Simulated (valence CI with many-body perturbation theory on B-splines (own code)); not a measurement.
Lu: calculated level list

Computed by valence CI with perturbative core correlation (CI+MBPT): three valence electrons over a frozen Dirac-Fock core [Xe] 4f14, radial functions for each j: 7 s, 7 p, 8 d, 6 f, 4 g, 1 h, with the one-electron correlation potential Σ1 (screened to all orders), the two-electron term Σ2, the three-electron term Σ3, Breit, model QED; selected single and double excitations, second order for the rest, scaled by the run's own slope (own B-spline code, finite nucleus).

Set against measurement, 45 paired levels are off by 481 cm⁻¹ on average, the worst by 992. These come from a selection out of the NIST Handbook of Basic Atomic Spectroscopic Data. Levels without a partner in it may be off by more, other configurations by 1,000 to 4,000 cm⁻¹. 1 measured level below the end of the list, from 25861 cm⁻¹ on, found no clear computed partner, and computed levels of the same name lie up to 3708 cm⁻¹ from them.

Levels 46 to 52 of 52, with energies above the lowest level, 5d6s² ²D_3/2. "Leading %" is the weight of the configuration and term that name the level; weights of strongly mixed levels are sums over their largest components and can fall short. In the jj column 3d3/2^4 stands for four electrons in 3d with j = 3/2. Lifetimes count E1, E2, E3, M1 and M2 decay at the calculated energies, and are blank where another channel may lead or the interval is too uncertain; long ones can be off by a factor of two.

| No. | Configuration | Term | J | E (cm⁻¹) | Leading % | Leading jj | Lifetime |
| --- | --- | --- | --- | --- | --- | --- | --- |
| 46 | 6s²6d | ²D | 5/2 | 32044 | 82 | 6s^2 6d5/2 (82 %) | 11.5 ns |
| 47 | 6s6p² | ⁴P | 1/2 | 32834 | 64 | 6s 6p1/2^2 (26 %) | 36.0 ns |
| 48 | 5d6s6p | ²P° | 1/2 | 33397 | 45 | 6s^2 7p1/2 (28 %) | 6.39 ns |
| 49 | 6s6p² | ⁴P | 3/2 | 33647 | 73 | 6s 6p1/2 6p3/2 (68 %) | 36.7 ns |
| 50 | 5d6s6p | ²P° | 3/2 | 34376 | 42 | 5d5/2 6s 6p3/2 (37 %) | 3.68 ns |
| 51 | 6s²8s | ²S | 1/2 | 34729 | 86 | 6s^2 8s (86 %) | 22.8 ns |
| 52 | 6s6p² | ⁴P | 5/2 | 35133 | 71 | 6s 6p1/2 6p3/2 (43 %) | 31.2 ns |

Names give the largest LS component (configuration and term), which can be under half, so a name can repeat, a term be missing and a line seem to break the LS rules; names also repeat where a configuration has a term twice.
